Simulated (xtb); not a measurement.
C₂H₄ClFSi₂, SMILES C#C[SiH2][Si@H](F)Cl. All values are semi-empirical tight-binding results from xtb (GFN2-xTB unless named), good for trends rather than for accurate numbers. The structure is a stationary point at GFN2-xTB. The structure was generated by enumeration; whether it is a known compound was not checked. One conformer was computed; it need not be the lowest.

Computed properties:
The orbital gap comes out as 4.18 eV and the dipole moment comes out as 1.86 D. The zero-point energy is 29.7 kcal/mol. The G − E(el) at 298.15 K (modified RRHO) is 7.2 kcal/mol and the static polarisability (D4 model) is 91.4 bohr³. The solvation energy, GFN2-xTB/ALPB(water) is -2.0 kcal/mol and the solvation energy, GFN2-xTB/ALPB(dmso) comes out as -6.3 kcal/mol.
